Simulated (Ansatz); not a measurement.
H₈NSi₂, SMILES [SiH3][NH2+][SiH3], charge +1.

Geometry optimised at PBE0-D3(BJ)/def2-SVP. The isomer is the one that the SMILES or the coordinates give; other isomers of the formula were not compared.

Two levels are set side by side: PBE/def2-SVPD (Ansatz, a quantum-chemistry and plane-wave program) and PBE0/def2-SVPD (Ansatz). Energy differences of separate SCF runs at the same geometry; the states with an electron removed or added have multiplicity 2 and 2. Differences are taken from unrounded values.

```csv
quantity,PBE0,PBE,PBE minus PBE0
vertical ionisation energy (eV),16.88,16.36,-0.52
vertical electron affinity (eV),4.08,4.30,0.22
vertical singlet–triplet gap (eV),7.62,6.89,-0.72
```
